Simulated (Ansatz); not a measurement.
Calculated with Ansatz (gas phase, PBE0-D4/def2-TZVP geometries, no zero-point term in ΔE). CCSD(T)/CBS adds triple-zeta CCSD(T) − MP2 to the extrapolated MP2 energy (def2 sets, frozen cores). Functionals use def2-TZVPP. HSE06 is defined as in plane-wave codes. def2 core potentials past Kr. For Ge, Te outer-core shells are correlated without core-valence functions, which leaves a few kJ/mol of doubt a bond. Scalar relativity is left out up to krypton. One conformer a species, not always the lowest.

Consider the formal exchange of groups at a Te–B bond: `CSB[TeH]` + `[CH3][GeH3]` → `[CH3][GeH2][TeH]` + `BSC`.

```csv
level,ΔE (eV)
PBE-D4,-0.09
r2SCAN-D4,-0.10
HSE06-D4,-0.12
ωB97X-V,-0.15
RPA@PBE/def2-TZVPP,-0.07
CCSD(T)/def2-SVP,-0.07
CCSD/def2-TZVPP,-0.12
MP2/def2-QZVPP,-0.10
```

**Question.** What does CCSD(T)/CBS give? (An estimate is asked.)

**Answer.** Ansatz gave: -0.12 eV. The listed levels differ from it by 0.03, 0.02, 0.00, -0.03, 0.05, 0.05, 0.00, 0.02 eV.

Largest T1 diagnostic among the species: 0.014.

Leaving LDA and LC-ωPBE aside and taking each functional with its dispersion term where it has one, the values, not all of them listed here, spread over 0.19 eV, from BHLYP-D4 to B97M-V. LDA lies +0.06 eV from PBE without D4. From r2SCAN to r2SCAN0 (25 % exact exchange), in def2-TZVPP and without D4, ΔE moves by −0.03 eV.
